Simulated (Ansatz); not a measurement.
Reaction: SiNH5 (SMILES N[SiH3]) → SiNH4 (SMILES N[SiH2], doublet) + H (doublet) (the H-Si bond breaks)
Each species at its own B3LYP-D3(BJ)/def2-TZVP minimum (Ansatz, an electronic-structure program).

Quantity: bond dissociation energy (electronic), in kcal/mol. UHF or UKS for unpaired electrons; spin-orbit terms are left out. CBS(X,Y): correlation extrapolated as X^-3, Hartree-Fock from the larger set (Q,5: extrapolated as (X+1)exp(-9√X)). A bracket is a step between two methods taken in the basis named. The functionals are non-relativistic, so their misses hold any scalar relativity. Double hybrids freeze cores in their MP2 part. '+ core + X2C': CCSD(T) terms for core correlation (cc-pwCVTZ, 1s frozen past Ne) and scalar relativity (cc-pVTZ-DK). For partners of very few electrons the exact lower level stands in for a higher one.

CCSD(T)/CBS(cc-pV(Q+d)Z,cc-pV(5+d)Z) + [CCSDT(Q) - CCSD(T)]/cc-pV(D+d)Z + core + X2C (Ansatz) gives 95.6 kcal/mol.

Question: How far off this value is PBE/def2-TZVPD (Ansatz), in which direction, and which of these levels come nearer: PBE0/def2-TZVPD, B2PLYP/def2-TZVPD, CCSD(T)/CBS(cc-pV(Q+d)Z,cc-pV(5+d)Z) + core + X2C?

Answer: PBE gives 88.1 kcal/mol, 7.5 kcal/mol below it. Differences of the others: PBE0/def2-TZVPD (Ansatz) -5.7; B2PLYP/def2-TZVPD (Ansatz) -2.8; CCSD(T)/CBS(cc-pV(Q+d)Z,cc-pV(5+d)Z) + core + X2C (Ansatz) 0.0 kcal/mol. Nearer than PBE: PBE0/def2-TZVPD, B2PLYP/def2-TZVPD, CCSD(T)/CBS(cc-pV(Q+d)Z,cc-pV(5+d)Z) + core + X2C.
